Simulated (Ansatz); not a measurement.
Na2Cl2⁺, relaxed as a doublet with UKS PBE0-D4/def2-TZVP in Ansatz, starting from the GFN2-xTB geometry. Force threshold 0.02 eV/Å.

In the doublet, Cl3 and Cl4 lie 2.65 Å apart (atoms count from 1), so these atoms are partly bonded to each other. The relaxation made no stability test and no search for a lower SCF solution. The structure comes from a short search, and lower isomers may exist.

Start:

```tsv
atom	x (Å)	y (Å)	z (Å)
Na1	0.6159	0.3090	-2.1404
Na2	-0.6167	-0.3047	2.1394
Cl3	0.2804	-1.2634	-0.1051
Cl4	-0.2796	1.2591	0.1061
```

```json
{"step": "1", "energy (eV)": "-33862.2457", "largest force component (eV/Å)": "0.334", "SCF passes": "14"}
{"step": "2", "energy (eV)": "-33862.2638", "largest force component (eV/Å)": "0.091", "SCF passes": "20"}
{"step": "3", "energy (eV)": "-33862.2662", "largest force component (eV/Å)": "0.009", "SCF passes": "20"}
```

Force components are those of the run's own axes.

End:

Cartesian coordinates in Å:
```
Na 0.6294 0.3159 -2.1874
Na -0.6299 -0.3147 2.1873
Cl 0.2853 -1.2887 -0.1050
Cl -0.2848 1.2875 0.1051
```

By distances, no bond broke or formed. The bond that changes most is Na2–Cl4, from 2.59 to 2.65 Å (atoms count from 1).

No frequencies were taken in this run, so the end may be a saddle point.

It took 6.5 s on 4 threads of Arm Neoverse V1 on a shared host.
